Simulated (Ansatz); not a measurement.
Isolated molecules relaxed with PBE0-D4/def2-TZVP in Ansatz; ΔE leaves out vibrations. CBS: MP2 limit from def2 TZ/QZ plus the TZ coupled-cluster correction, frozen cores. DFT in def2-TZVPP. B3LYP here is the variant with VWN-RPA as its local correlation; programs differ in this. def2 core potentials past Kr. For Ga, Hf outer-core shells are correlated without core-valence functions, which leaves a few kJ/mol of doubt a bond. Scalar relativity is left out up to krypton. Each species was taken in one conformer, which may not be the lowest.

Consider the redistribution: `[OH][Hf]([Cl])([Cl])[Cl]` + `C[O][Ga]([OH])[SH]` → `[SH][Hf]([Cl])([Cl])[Cl]` + `C[O][Ga]([OH])[OH]`.

`[OH][Hf]([Cl])([Cl])[Cl]`:

```xyz
6

O     1.091   -0.607   -0.795
Hf   -0.296    0.165    0.215
Cl   -1.579   -1.532    1.182
Cl    0.628    1.507    1.890
Cl   -1.637    1.466   -1.188
H     1.794   -0.999   -1.305
```

`C[O][Ga]([OH])[SH]`:

Z-matrix (Å, degrees):
```
C
O 1 1.407
H 1 1.095 2 109.5
H 1 1.095 2 110.1 3 118.8
H 1 1.098 2 113.4 3 -120.3
Ga 2 1.774 1 123.3 3 128.0
S 6 2.185 2 122.0 1 -0.8
O 6 1.775 2 117.6 1 179.5
H 7 1.344 6 91.6 2 -179.1
H 8 0.961 6 112.6 2 -0.0
```

`[SH][Hf]([Cl])([Cl])[Cl]`:

Z-matrix (Å, degrees):
```
Hf
Cl 1 2.318
Cl 1 2.325 2 112.0
S 1 2.414 2 105.9 3 118.9
Cl 1 2.325 2 112.0 3 -122.2
H 4 1.349 1 90.6 2 -180.0
```

`C[O][Ga]([OH])[OH]`:

Z-matrix (Å, degrees):
```
C
O 1 1.411
H 1 1.096 2 113.2
H 1 1.095 2 109.5 3 120.8
H 1 1.095 2 109.6 3 -120.8
Ga 2 1.768 1 122.5 3 0.2
O 6 1.774 2 120.3 1 180.0
O 6 1.775 2 119.2 1 -0.0
H 7 0.960 6 113.1 2 -0.0
H 8 0.960 6 113.1 2 -180.0
```

```csv
level,ΔE (kJ/mol),difference from CCSD(T)/CBS
r2SCAN-D4,87.2,2.6
B3LYP-D4,89.3,4.7
ωB97X-V,91.9,7.3
ωB97M-V,91.5,6.9
B2PLYP,85.1,0.5
PBE,85.5,0.9
PBE0,87.8,3.2
B3LYP,89.4,4.8
MP2/def2-TZVPP,78.5,-6.1
SCS-MP2/def2-TZVPP,80.5,-4.1
CCSD/def2-TZVPP,85.2,0.6
CCSD(T)/def2-TZVPP,82.0,-2.6
HF/def2-QZVPP,92.8,8.2
MP2/def2-QZVPP,79.5,-5.1
SCS-MP2/def2-QZVPP,81.2,-3.4
CCSD/CBS(def2),87.8,3.2
CCSD(T)/CBS,84.6,0
```

Largest T1 diagnostic among the species: 0.014.

In def2-TZVPP, CCSD(T) changes the Hartree–Fock value by −12.4 kJ/mol (the triples alone add −3.2 kJ/mol) and MP2 by −15.8 kJ/mol.
